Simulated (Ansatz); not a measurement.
Geometry optimisation, RKS PBE0-D4/def2-SVP (Ansatz 0.2.0).

input.yaml

```yaml
crystal:
  periodic: [false, false, false]
  atoms:
    - { symbol: Al, position_ang: [-0.009827, 0.439033, -0.368348] }
    - { symbol: F, position_ang: [0.06313, 0.313905, 2.50676] }
    - { symbol: O, position_ang: [1.472363, -0.235194, -0.835182] }
    - { symbol: H, position_ang: [1.654165, -1.062341, -1.27989] }
    - { symbol: O, position_ang: [-1.554764, -0.150978, -0.735231] }
    - { symbol: H, position_ang: [-1.813729, -0.989596, -1.115258] }
    - { symbol: H, position_ang: [0.052487, 1.817843, 0.372224] }
    - { symbol: H, position_ang: [0.072175, 1.151728, 2.109725] }
basis:
  gaussian: { orbitals: def2-SVP }
hamiltonian:
  xc: pbe0
  dispersion: d4
relax:
  f_tol: 0.03
  max_steps: 50
```

Command:

```bash
$ ansatz run input.yaml --threads 2 --pin off --max-ram 3072MiB --backend cpu --events-out ev --progress --plain --runs-dir out
```

Task: Where does it end, and by what steps?

Result: The forces met the threshold. After 8 steps the energy has fallen by 0.278 eV; F2 moved furthest, 0.65 Å. Joined: Al1–F2 (2.88 → 2.07 Å).

```tsv
step	energy less start (eV)	largest force component (eV/Å)	accepted
0	0.0000	0.226	yes
1	-0.0713	0.974	yes
2	-0.1813	1.105	yes
3	-0.2671	0.157	yes
4	-0.2720	0.191	yes
5	-0.2750	0.106	yes
6	-0.2775	0.060	yes
7	-0.2778	0.031	yes
8	-0.2783	0.018	yes
```

```xyz
8
Properties=species:S:1:pos:R:3
Al -0.009 0.457 -0.161
F 0.054 0.127 1.885
O 1.470 -0.211 -0.678
H 1.628 -1.037 -1.132
O -1.551 -0.137 -0.574
H -1.781 -0.957 -1.009
H 0.044 1.984 0.307
H 0.082 1.059 2.018
```

Whether the end is a true minimum wasn't checked by a vibrational analysis.

The run took 15 s on 2 threads of Arm Neoverse V2, on a shared host, peak memory 0.15 GiB.
